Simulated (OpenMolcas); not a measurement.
# Ar2+, Kr2+, Xe2+: ns2 np4 down the group

| Item | Value |
| --- | --- |
| Program | OpenMolcas 26.06 |
| Method | MS-RASPT2, IPEA 0.25 Eh, imaginary shift 0.1 Eh |
| Basis | ANO-RCC-VQZP |
| Scalar Hamiltonian | DKH2, point nucleus |
| Spin-orbit coupling | state interaction with AMFI integrals over the reference wave functions, term energies averaged over their components |

Active space for each ion: 6 electrons in 9 orbitals (RAS2 s p; RAS3 d, at most 2 electrons); closed shells correlated by CASPT2: Ar2+ 2s 2p; Kr2+ 3d; Xe2+ 4d.

Computed levels in cm-1 above 3P2:

```
                               Level   Ar2+   Kr2+   Xe2+
                                 3P1   1006   4090   8720
                                 3P0   1434   4940   7850
                                 1D2  14190  14690  16360
                                 1S0  33270  32990  34610
weight of 3P in the lowest level (%)    100     97     90
```

Measured, with the error of the calculation in %. Measured levels: Ar2+ from Saloman, J. Phys. Chem. Ref. Data 39, 033101 (2010); Kr2+ from Saloman, J. Phys. Chem. Ref. Data 36, 215 (2007); Xe2+ from Saloman, J. Phys. Chem. Ref. Data 33, 765 (2004).

| Level | Ar2+ | Kr2+ | Xe2+ |
| --- | --- | --- | --- |
| 3P1 | 1112 (-9.5) | 4548 (-10.1) | 9794 (-11.0) |
| 3P0 | 1570 (-8.6) | 5313 (-7.0) | 8130 (-3.5) |
| 1D2 | 14010 (+1.3) | 14644 (+0.3) | 17099 (-4.3) |
| 1S0 | 33266 (0) | 33080 (-0.3) | 36103 (-4.1) |

The fine-structure level 3P0 changes by a factor of 5.47 from Ar2+ to Xe2+.

Without spin-orbit coupling 1D lies 13630, 11950, 9470 cm-1 above 3P in that order; the difference to the level 1D2, of either sign, comes from spin-orbit coupling, which also lowers the zero.

Term energies are means over components that CASPT2 splits; among the terms shown or strongly mixed into the levels shown the widest spread is 250 cm-1 (5s2 5p4 1D, Xe2+). Active for correlation alone: 3d; no level in the range computed is led by a configuration that fills it, so any true level of that kind is missing (holds for Ar2+). The run also gave levels led by 4s2 4p3 4d, which use shells meant for correlation; these and all levels above them are left out (holds for Kr2+). The run also gave levels led by 5s 5p4 5d, 5s2 5p3 5d, which use shells meant for correlation; these and all levels above them are left out (holds for Xe2+). Computed and measured levels are paired by configuration, term and J; levels that our copy of the source lacks, or whose pairing is in doubt (as where it misses far off the trend of its configuration), stay unpaired and out of the deviations. Levels of configurations outside the active space are missing.
